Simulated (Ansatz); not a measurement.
Method: Ansatz (a program for electronic structure) with frozen-core CCSD(T)/def2-TZVPP // CAM-B3LYP-D3(BJ)/def2-TZVP. The geometry is that of the parent before the electron was removed.

Ansatz 0.2 input:
```yaml
crystal:
  periodic: [false, false, false]
  atoms:
    - { symbol: N, position_ang: [-1.054102, -0.065131, 0.026408] }
    - { symbol: In, position_ang: [0.948035, 0.058529, -0.024657] }
    - { symbol: H, position_ang: [-1.672118, 0.727853, -0.003134] }
    - { symbol: H, position_ang: [-1.567498, -0.927793, 0.088324] }
    - { symbol: H, position_ang: [1.575641, 1.643073, -0.126227] }
    - { symbol: H, position_ang: [1.770044, -1.43653, 0.039287] }
basis:
  gaussian: { orbitals: def2-TZVPP }
correlation:
  method: ccsd_t
total_charge: 1
magnetization:
  spin_polarized: true
  initial_magnetization: 1
```

Output:

```
Functional definition: HF
982 factors; integrals over basis functions are off by at most 1.4e-3 eV
mean field evaluation 1: about -6672.8855 eV, gradient 5.0e1 eV
mean field evaluation 2: about -6672.8868 eV, gradient 5.0e1 eV
mean field evaluation 4: about -6685.1297 eV, gradient 1.3e1 eV
mean field evaluation 8: about -6686.2565 eV, gradient 2.1e-1 eV
mean field evaluation 16: about -6685.1327 eV, gradient 1.3e1 eV
mean field evaluation 32: about -6675.5581 eV, gradient 9.5e-1 eV
mean field evaluation 64: about -6683.7786 eV, gradient 4.9e-2 eV
mean field evaluation 96: about -6681.3426 eV, gradient 1.3e-2 eV
mean field evaluation 128: about -6678.7601 eV, gradient 9.8e0 eV
mean field evaluation 160: about -6680.7989 eV, gradient 4.3e0 eV
mean field evaluation 192: about -6683.1534 eV, gradient 1.7e-4 eV
mean field evaluation 224: about -6675.5939 eV, gradient 7.3e-2 eV
mean field evaluation 256: about -6679.2986 eV, gradient 1.2e-2 eV
mean field evaluation 288: about -6675.3197 eV, gradient 3.3e-1 eV
mean field -6686.25709988 eV, -245.7154163129 hartree, gradient 5.5e-6 eV, S^2 0.759703; 4 other end points of the search recorded, 0 dependent functions left out
determinant -6686.25709988 eV, -245.7154163129 hartree, with singles and doubles -6699.42776818 eV, -246.1994294453 hartree
determinant -6683.77866246 eV, -245.6243354174 hartree, with singles and doubles -6697.63632197 eV, -246.1335950116 hartree
determinant -6683.15335548 eV, -245.6013558099 hartree, with singles and doubles -6696.92876948 eV, -246.1075929370 hartree
5 core orbitals not correlated
reference -6686.25709988 eV, -245.7154163129 hartree; 11, 10 occupied and 121, 122 virtual orbitals, 982 factors
second order -12.42313704 eV of doubles, -0.00000000 eV of singles
cycle   1  -13.02036938 eV  change   -7.2e-1 eV  update   2.4e-2
cycle   2  -13.04277355 eV  change   -2.2e-2 eV  update   6.0e-3
cycle   3  -13.04626976 eV  change   -3.5e-3 eV  update   2.4e-3
cycle   4  -13.04768953 eV  change   -1.4e-3 eV  update   6.1e-4
cycle   5  -13.04794642 eV  change   -2.6e-4 eV  update   2.0e-4
cycle   6  -13.04803932 eV  change   -9.3e-5 eV  update   7.1e-5
cycle   7  -13.04807519 eV  change   -3.6e-5 eV  update   3.0e-5
cycle   8  -13.04807823 eV  change   -3.0e-6 eV  update   1.3e-5
perturbative correction -0.33689202 eV, -0.0123805535 hartree
Total energy: -6699.64207014 eV, -246.2073048971 hartree
```

Cost: roughly 100 core-seconds.
